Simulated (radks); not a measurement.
Task: These are the eigenvalues of the occupied orbitals of an atom or ion with whole-number occupations (hartree). All-electron calculation, non-relativistic Kohn-Sham, PBE, spin-polarised, spherical densities, point nucleus. Program: a radial shooting solver on a logarithmic mesh with Libxc functionals.

orbital  eigenvalue
1s up     -1965.093
1s down   -1965.093
2s up     -318.2548
2s down   -318.2514
2p up     -303.8327
2p down   -303.8306
3s up     -72.20324
3s down   -72.11585
3p up     -65.67187
3p down   -65.59258
3d up     -53.49822
3d down   -53.44153
4s up     -15.26517
4s down   -15.12111
4p up     -12.63903
4p down   -12.49569
4d up      -7.91387
4d down    -7.77180
5s up      -2.98825
5s down    -2.93203
5p up      -2.23929
5p down    -2.19179
4f up      -1.97530
4f down    -1.84209
6s up      -0.92820

Which element is it, and in what charge state? The configuration may be excited. Open shells, if any, are filled with parallel spins first.

Result: Z = 68, erbium, charge +3: Er3+ in [Xe] 4f10 6s1. The list shows which subshells hold electrons but not how many an open one holds; the 1s level, -1965.1 hartree, gives Z - s = 62.7 by -(Z - s)^2/2, which with screening narrows Z to a few neighbours, and the depths of the outer levels then fix element, charge and occupations together.
